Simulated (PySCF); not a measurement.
# Where the electron goes

BBrH₇NSi₂.
Cartesian coordinates in Å at the PBE0-D3(BJ)/def2-SVP level; atoms count from 1:
```
atom  x, y, z in Å
B1     2.0284    1.5498   -0.5767
N2     1.6961    0.2881   -0.0226
Si3    0.0310   -0.3378   -0.0815
Si4    2.9821   -0.6955    0.6622
Br5    3.6813   -2.1920   -0.8293
H6     3.1778    1.9305   -0.5431
H7     1.1673    2.2390   -1.0743
H8     0.0150   -1.6289   -0.8290
H9    -0.4456   -0.5932    1.3103
H10   -0.8284    0.6729   -0.7517
H11    4.1319    0.1599    1.0397
H12    2.4372   -1.4643    1.8143
```

Theory: TDDFT B3LYP/def2-SVPD, vertical, gas phase, core orbitals frozen in the response in PySCF 2.14.0, density-fitted response routines. Relativistic effects, spin–orbit coupling among them, are left out although an element past zinc is present.

Kohn–Sham orbitals with the atoms that hold most of them (Löwdin shares over 4%, at most four atoms; ? is withheld):

```
orbital  ε (eV)                             atoms
 LUMO+2   -0.26    Si3 27%, Si4 17%, H9 8%, N2 8%
 LUMO+1   -0.40  Br5 31%, Si4 25%, H11 10%, N2 9%
   LUMO       ?                                 ?
   HOMO   -8.20    Br5 71%, Si4 9%, N2 5%, H12 4%
 HOMO-1   -8.31                                 ?
 HOMO-2   -8.65  N2 32%, Br5 12%, Si3 12%, B1 11%
 HOMO-3   -8.85   B1 28%, Br5 17%, H6 16%, H7 14%
```

Problem. Which atoms hold the LUMO, and with what shares?

Solution. B1 (bonded to N and 2 H) 44%; N2 (bonded to B and 2 Si) 18%; H7 (bonded to B) 10%; H6 (bonded to B) 9%. By element: boron 44%, hydrogen 18% or more, nitrogen 18%.

Problem. Which atoms hold the HOMO-1, and with what shares?

Solution. Br5 (bonded to Si) 73%; N2 (bonded to B and 2 Si) 10%; Si4 (bonded to Br, N and 2 H) 7%.

Problem. What is the LUMO energy, and the HOMO–LUMO gap?

Solution. ε(LUMO) = -1.02 eV; the gap is 7.18 eV (0.2638 hartree).

Problem. How does S1 compare with the orbital gap of 7.18 eV?

Solution. S1 is at 6.23 eV (f = 0.0063), 0.95 eV below the gap, made of HOMO→LUMO (46%), HOMO-3→LUMO (27%), HOMO-1→LUMO (15%). Without the coupling terms of the response equations the lowest excitation would equal the gap.

Problem. Give energy, strength and leading configuration of S4 and S6, and follow the Löwdin shares of the leading atoms from the occupied to the empty orbital.

Solution. 
- S4 (6.81 eV, f 0.0025), HOMO→LUMO+1 (75%): Br5 71% → 31%, Si4 9% → 25%
- S6 (6.98 eV, f 0.050), HOMO-1→LUMO+1 (74%): Br5 73% → 31%, N2 10% → 9%, Si4 7% → 25%

One conformer stands for the species.
